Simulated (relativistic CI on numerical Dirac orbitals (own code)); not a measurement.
Spin-allowed bands of a d8 ion in an octahedral site, by hand

Problem. Take Δ = 8500 cm⁻¹ and B = 740 cm⁻¹ for a d8 ion in an octahedral site. Calculate the three spin-allowed bands.

Working.
1. The terms of highest spin are 3F (energy 0) and 3P (15B = 11100 cm⁻¹). Here the F term splits into A2 at −1.2Δ = -10200, T2 at −0.2Δ = -1700 and T1 at +0.6Δ = 5100 cm⁻¹.
2. The two T1 states mix through the element 0.4Δ: H = [[5100, 3400], [3400, 11100]], with roots ½(H₁₁ + H₂₂) ∓ ½√[(H₂₂ − H₁₁)² + 4H₁₂²] = ½(16200) ∓ ½(9069) = 3566 and 12634 cm⁻¹.
3. The ground term is 3A2 at -10200 cm⁻¹.
4. Bands: 3T2 8500 cm⁻¹ (1176 nm), 3T1(F) 13766 cm⁻¹ (726 nm), 3T1(P) 22834 cm⁻¹ (438 nm).

Check. Exact diagonalisation of the whole d8 shell with these parameters gives 3T2 8500, 3T1 13766, 3T1 22834 cm⁻¹. The match is exact, since without spin-orbit coupling no other term has this spin. The ratio of the second band to the first, 1.619, depends on Δ/B = 11.5 alone, which is how a Tanabe-Sugano diagram is read.
